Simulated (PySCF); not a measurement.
Geometry (Å), atoms numbered from 1 in this order:
```xyz
21

C    -3.413    0.502    0.283
C    -2.397   -0.629    0.284
C    -1.050   -0.218   -0.297
C    -0.039   -1.349   -0.272
S     1.579   -0.958   -1.038
Si    2.299    0.589    0.239
C     4.129    0.755   -0.052
Cl    1.928    0.067    2.224
H    -3.056    1.358    0.877
H    -3.603    0.867   -0.739
H    -4.377    0.181    0.707
H    -2.794   -1.488   -0.286
H    -2.248   -0.995    1.315
H    -1.174    0.138   -1.334
H    -0.659    0.639    0.278
H    -0.404   -2.215   -0.846
H     0.149   -1.690    0.757
H     1.591    1.886    0.044
H     4.638   -0.196    0.161
H     4.549    1.537    0.596
H     4.323    1.029   -1.101
```

Geometry: PBE0-D3(BJ)/def2-SVP; GIAO shifts from PySCF 2.14, gas phase, non-relativistic, averaged over equivalent atoms.

At BHandHLYP/pcSseg-1 (222 basis functions, 29 s wall time on 1 thread of an x86-64 server CPU, shared host):
```json
{"atoms": "C3", "δ (ppm)": "37.1"}
{"atoms": "C4", "δ (ppm)": "31.8"}
{"atoms": "C2", "δ (ppm)": "25.9"}
{"atoms": "C1", "δ (ppm)": "16.2"}
{"atoms": "C7", "δ (ppm)": "2.1"}
{"atoms": "S5", "δ (ppm)": "-112.9"}
{"atoms": "Si6", "δ (ppm)": "24.4"}
{"atoms": "Cl8", "δ (ppm)": "-10.7"}
{"atoms": "H18", "δ (ppm)": "5.46"}
{"atoms": "H17", "δ (ppm)": "2.61"}
{"atoms": "H16", "δ (ppm)": "2.20"}
{"atoms": "H15", "δ (ppm)": "1.32"}
{"atoms": "H14", "δ (ppm)": "1.23"}
{"atoms": "H13", "δ (ppm)": "1.09"}
{"atoms": "H12", "δ (ppm)": "1.08"}
{"atoms": "H9/H10/H11", "δ (ppm)": "1.03"}
{"atoms": "H19/H20/H21", "δ (ppm)": "0.57"}
```

References, each an isolated molecule treated in the same way: TMS for ¹³C (183.98 ppm), ²⁹Si (358.43 ppm), ¹H (31.44 ppm); ³³S (492.45 ppm) against CS2; HCl for ³⁵Cl (941.73 ppm).

**Question.** Predict the values at PBE0/6-311+G(2d,p) on the same geometry.

**Answer.** 
```
      atoms  δ at PBE0/6-311+G(2d,p)  change
         C3                     37.8    +0.7
         C4                     33.7    +1.9
         C2                     26.3    +0.4
         C1                     15.1    -1.1
         C7                      2.6    +0.5
         S5                    -67.9   +45.0
        Si6                     21.4    -3.0
        Cl8                     26.5   +37.2
        H18                     6.30   +0.84
        H17                     2.96   +0.35
        H16                     2.35   +0.15
        H15                     1.72   +0.40
        H14                     1.47   +0.24
        H13                     1.27   +0.18
        H12                     1.20   +0.12
 H9/H10/H11                     0.95   -0.08
H19/H20/H21                     0.55   -0.02
```

Chemical shifts δ = σref − σ; ¹³C (σ = 186.44 ppm), ²⁹Si (σ = 344.43 ppm), ¹H (σ = 31.51 ppm) vs TMS; ³³S (σ = 507.15 ppm) vs CS2; HCl for ³⁵Cl (σ = 948.03 ppm), all at this level.

The largest change is at S5 (sulfur bonded to C, Si). Cost: 318 basis functions, 88 s wall time on 1 thread of an Arm Neoverse V1, shared host. The order of the carbon signals is the same at both levels.
